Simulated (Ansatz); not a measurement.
Reaction (redistribution): `C[S][Ge][Cl]` + `C[S][Cd][F]` → `C[S][Ge][S]C` + `[F][Cd][Cl]`

Gas-phase electronic energies from Ansatz, PBE0-D4/def2-TZVP geometries. CCSD(T)/CBS is the MP2 limit (def2-TZVPP, def2-QZVPP) plus CCSD(T) − MP2 in def2-TZVPP, frozen cores. Functionals use def2-TZVPP. B3LYP here is the variant with VWN-RPA as its local correlation; programs differ in this. HSE06 is defined as in plane-wave codes. def2 core potentials past Kr. For Cd, Ge outer-core shells are correlated without core-valence functions, which leaves a few kJ/mol of doubt a bond. Scalar relativity is left out up to krypton. One conformer a species, not always the lowest.

`C[S][Ge][Cl]`:

```xyz
7

C    -0.517   -0.424    0.694
S     1.101   -0.913    0.053
Ge    1.796    0.454   -1.550
Cl    0.132    1.893   -1.682
H    -1.204   -1.259    0.560
H    -0.414   -0.205    1.756
H    -0.892    0.453    0.169
```

`C[S][Cd][F]`:

Cartesian coordinates in Å:
```
C -0.171 -0.716 0.981
S 0.812 -0.909 -0.540
Cd 0.387 1.055 -1.681
F 0.050 2.695 -2.666
H -1.236 -0.630 0.771
H -0.006 -1.627 1.556
H 0.163 0.132 1.578
```

`C[S][Ge][S]C`:

Z-matrix (Å, degrees):
```
C
S 1 1.810
H 1 1.090 2 110.8
H 1 1.090 2 110.7 3 -121.6
H 1 1.090 2 107.1 3 119.2
Ge 2 2.224 1 109.4 3 60.6
S 6 2.223 2 98.9 1 0.1
C 7 1.815 6 100.2 2 -179.9
H 8 1.091 7 111.3 6 -0.3
H 8 1.090 7 109.0 6 -120.7
H 8 1.089 7 109.0 6 120.1
```

`[F][Cd][Cl]`:

Z-matrix (Å, degrees):
```
Cd
F 1 1.929
Cl 1 2.252 2 180.0
```

CCSD(T)/CBS gives -17.6 kJ/mol.

Another level gave -16.4 kJ/mol. Which?
A. CCSD/def2-TZVPP
B. HSE06/def2-TZVPP
C. B3LYP/def2-TZVPP
D. BLYP/def2-TZVPP

A. CCSD/def2-TZVPP -16.4, HSE06 -10.4, B3LYP -3.6, BLYP 2.2 kJ/mol.

Largest T1 diagnostic among the species: 0.015.

From r2SCAN to r2SCAN0 (25 % exact exchange), in def2-TZVPP and without D4, ΔE moves by −3.2 kJ/mol. In def2-TZVPP, CCSD(T) changes the Hartree–Fock value by +4.8 kJ/mol (the triples alone add +0.5 kJ/mol) and MP2 by +6.4 kJ/mol.
